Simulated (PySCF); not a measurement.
## Gas-phase thermal properties of Ag3Cl3

Energies from PySCF (xtb for GFN2), thermal terms from the rigid-rotor harmonic-oscillator model, ideal gas at 1 bar. All species are closed-shell singlets. Ag: scalar-relativistic def2 core potential, no spin-orbit coupling. The harmonic model lacks anharmonicity and excited electronic states, which grow with temperature; levels with a mode under 35 cm⁻¹ are left out. Soft modes under 120 cm⁻¹ make the harmonic entropy rough for Ag3Cl3.

```tsv
level	point group	σ	ZPE (kJ/mol)	S°298 (J/mol/K)	Cp298 (J/mol/K)	S°1000 (J/mol/K)	H1000 − H298 (kJ/mol)
GFN2-xTB	D3h	6	10.4	458.6	128.1	617.3	92.3
PBE/def2-SVP	D3h	6	11.7	451.9	126.6	609.9	92.0
PBE0/def2-TZVP	D3h	6	11.8	451.2	126.6	609.1	92.0
```
σ: rotational symmetry number. Electronic degeneracy used: 1. Frequencies are unscaled.
